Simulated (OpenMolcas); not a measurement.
**Ti2+: effect of the metal basis**

Ti2+ with its 6 nearest fluoride ions at 2.106 Å, on the Mg site of KMgF3 (a = 3.973 Å, distance in the model lattice 1.986 Å). The rest of the host is ab initio model potentials to 7.6 Å and point charges beyond; the distance is set by hand and nothing relaxes.

```yaml
Program: OpenMolcas
Method: "SS-CASPT2, IPEA 0.25 Eh, imaginary shift 0.1 Eh (closed shells correlated: 3s 3p and the ligand valence shells)"
Spin-orbit_coupling: state interaction with AMFI integrals over the reference wave functions
```

Fixed: ligand basis ANO-RCC-VDZP, active space 2 electrons in 5 orbitals (3d), DKH2 Hamiltonian.

States (labels of O, the rotations of Oh). Energies in cm-1 above the lowest state or level, χT in cm3 K/mol; under a threefold ground state the first gap can be a small split of the lowest multiplet, not the spin-orbit step; 10Dq and B are least-squares fits to the states below 45000 cm-1, weighted by degeneracy, with a free offset, and given where the rms deviation is under 5 % of |10Dq| (or 100 cm-1) and under 700 cm-1.

```
Run   Metal basis  Ground state  First state of that spin   10Dq  B (rms of fit)  First gap with spin-orbit (degeneracies)  χT at 300 K  First state of another spin                      Cost
  A  ANO-RCC-VDZP           3T1                 3T2 13450  15086       691 (268)                                  2 (2, 3)        1.087                     1T2 9650   roughly 60 core-seconds
  B  ANO-RCC-VTZP           3T1                 3T2 12890  14566       691 (283)                                  2 (2, 3)        1.088                     1T2 9190  roughly 110 core-seconds
```

Against A, |10Dq| changes by -3.4 % in B.

Costs are those of the CASPT2 steps.

Roots that are degenerate in the reference are averaged as groups; the widest CASPT2 spread within a group is 39 cm-1 (the 3-fold group of multiplicity 1 near 27800 cm-1 above the lowest state of its run, A). Shifts and gaps below about the spread of the groups concerned are not significant. Over all roots computed the reference weight is 0.75 to 0.76 in A, 0.74 to 0.75 in B; a low but even weight reflects the number of correlated electrons. An orbital triplet at a regular site is open to Jahn-Teller coupling, which can distort the site and quench the lowest spin-orbit gaps and is left out. Ligand-to-metal charge-transfer states are missing. With no ligand orbital active B as a rule stays too high, so bands that hang on it stand too high and its fall with covalency is understated. With one d shell and no ligand orbital active, 10Dq can be off by tens of per cent for divalent 3d ions, low with halides held by bare charges and at times high in hosts. Free-ion shares, where given, are those of the reference states; single-state CASPT2 does not remix them. No measured value stands beside these numbers; the geometry was set by hand and not optimised.
